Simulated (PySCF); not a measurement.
Computed IR spectrum (relative IR intensity) of a molecule C3H10Si3. Geometry optimised at PBE-D3(BJ)/def2-SVP. The values are those of a single conformer. Calculation: PBE-D3(BJ)/def2-SVP in PySCF. Frequencies are harmonic and unscaled.

Lines under 2 % of the strongest are left out, and lines within 2 cm⁻¹ are merged.

ν (cm⁻¹): 347 (w), 505 (vw), 588 (m), 618 (vw), 745 (m), 753 (vs), 871 (s), 881 (vs), 900 (w), 933 (w), 1006 (w), 1114 (m), 1648 (m), 2137 (vs), 2142 (m), 2146 (w), 2154 (m), 2156 (s), 2173 (s), 3057 (w), 3070 (vw), 3170 (w) (against the strongest line: vs over 80 %, s over 45 %, m over 15 %, w over 4 %, vw less)

### Question
Which structure fits?
A. C[SiH2][Si@H]1C=C[SiH2]1
B. C=C[SiH]1[SiH2]C[SiH2]1
C. C=CC1[SiH2][SiH2][SiH2]1
D. C[SiH]1[SiH2]C=C[SiH2]1

### Answer
C, C=CC1[SiH2][SiH2][SiH2]1
